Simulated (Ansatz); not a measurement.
Gas-phase electronic energies from Ansatz, PBE0-D4/def2-TZVP geometries. CCSD(T)/CBS adds triple-zeta CCSD(T) − MP2 to the extrapolated MP2 energy (def2 sets, frozen cores). This one scheme is used for every species. Functionals use def2-TZVPP. Elements past krypton have def2 core potentials. For Te outer-core shells are correlated without core-valence functions, which leaves a few kJ/mol of doubt a bond. One conformer a species, not always the lowest.

Reaction (ligand exchange at a B–Cl bond): `OB(O)Cl` + `CC[TeH]` → `CC[Te]B(O)O` + HCl

`OB(O)Cl`:

Cartesian coordinates in Å:
```
O 0.493 1.021 -0.003
B -0.214 -0.137 0.029
O 0.387 -1.324 -0.191
Cl -1.953 -0.133 0.361
H -0.041 1.800 0.168
H 1.328 -1.227 -0.362
```

`CC[TeH]`:

```xyz
9

C     0.346    0.307   -1.081
C    -0.409   -0.198    0.130
Te    0.783    0.076    1.908
H     0.578    1.371   -0.996
H    -0.254    0.171   -1.986
H     1.285   -0.232   -1.224
H    -0.629   -1.262    0.052
H    -1.340    0.347    0.281
H    -0.360   -0.579    2.915
```

`CC[Te]B(O)O`:

Cartesian coordinates in Å:
```
C 1.258 1.276 0.560
C 1.438 0.047 -0.307
Te -0.050 -0.167 -1.857
B -1.647 -0.831 -0.534
O -1.491 -1.046 0.803
O -2.858 -1.042 -1.106
H 0.296 1.278 1.078
H 2.047 1.335 1.317
H 1.297 2.187 -0.040
H 1.440 -0.879 0.271
H 2.386 0.076 -0.846
H -0.604 -0.888 1.130
H -3.513 -1.345 -0.469
```

HCl:

Z-matrix (Å, degrees):
```
Cl
H 1 1.279
```

| level | ΔE (eV) |
| --- | --- |
| PBE0-D4 | 0.46 |
| ωB97X-V | 0.50 |
| MP2/def2-TZVPP | 0.40 |
| CCSD/def2-TZVPP | 0.48 |

Q: What does CCSD(T)/CBS give? (An estimate is asked.)

A: Ansatz gave: +0.41 eV. The listed levels differ from it by 0.05, 0.09, -0.01, 0.07 eV.

Largest T1 diagnostic among the species: 0.012.

The D4 term adds −0.09 eV with B3LYP and −0.05 eV with PBE0; it sums over pairs of atoms, weighted by their polarisabilities, and B3LYP, whose exchange is more repulsive, gets the larger term. In def2-TZVPP, CCSD(T) changes the Hartree–Fock value by −0.26 eV (the triples alone add −0.04 eV) and MP2 by −0.30 eV.

B3LYP here is the variant with VWN-RPA as its local correlation; programs differ in this.
